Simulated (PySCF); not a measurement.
# UHF on Ti²⁺ (titanium, charge +2)

Configuration: [Ar] 3d1 4p1, one real determinant (an excited configuration). Calculation: PySCF 2.14, in aug-cc-pVDZ-DK; scalar relativity by spin-free X2C-1e.

| Item | Value |
| --- | --- |
| Total energy | -851.714019 hartree |
| One-electron energy | -1148.6104 hartree |
| Hartree (Coulomb) energy | 337.6107 hartree |
| Exchange energy | -40.7143 hartree |
| ⟨S²⟩ | 2.0013 |
| ⟨L²⟩ | 8.015 |
| Sum of ⟨r⟩ | 15.65 bohr |
| Sum of ⟨r²⟩ | 26.26 bohr² |
| Traceless quadrupole moment −½Σ⟨3z² − r²⟩ along its main axis | -4.77 e·bohr² |
| Langevin diamagnetic susceptibility | -20.8 ×10⁻⁶ cm³/mol |

| shell | electrons | mean orbital energy (eV) | spread (eV) | rms radius, mean of both spins (bohr) |
| --- | --- | --- | --- | --- |
| 1s α | 1 | -5045.4 | 0 | 0.0804 |
| 1s β | 1 | -5045.3 | 0 | 0.0804 |
| 2s α | 1 | -617.02 | 0 | 0.350 |
| 2s β | 1 | -616.41 | 0 | 0.350 |
| 2p α | 3 | -512.82 | 0.121 | 0.320 |
| 2p β | 3 | -512.16 | 0.669 | 0.320 |
| 3s α | 1 | -104.76 | 0 | 1.07 |
| 3s β | 1 | -102.65 | 0 | 1.07 |
| 3p α | 3 | -74.281 | 1.308 | 1.16 |
| 3p β | 3 | -71.709 | 1.492 | 1.16 |
| 3d α | 1 | -35.552 | 0 | 1.39 |
| 4p α | 1 | -17.393 | 0 | 3.61 |

⟨L²⟩ = 8.02 against 12 for a pure F term, so this real determinant mixes terms.

Densities and radii are taken from the X2C orbitals without a picture-change correction, which distorts them close to the nucleus.

Spin-orbit constants ζ (cm⁻¹) from the X2C one-electron operator on these orbitals: bare nucleus, nucleus screened by l(l+1)(2l+1)/3 electrons, and screened by the Breit-Pauli mean field of the electrons.

| shell | bare | screened nucleus | mean field |
| --- | --- | --- | --- |
| 2p | 33360 | 30330 | 28950 |
| 3p | 3615 | 3286 | 3114 |
| 3d | 324.2 | 176.8 | 155.0 |
| 4p | 259.8 | 236.2 | 222.2 |

To first order the Landé constant is A = 88.69 cm⁻¹, so the lowest level has J = 2 and lies 0.0440 eV below the centre of the term. This holds in LS coupling only.
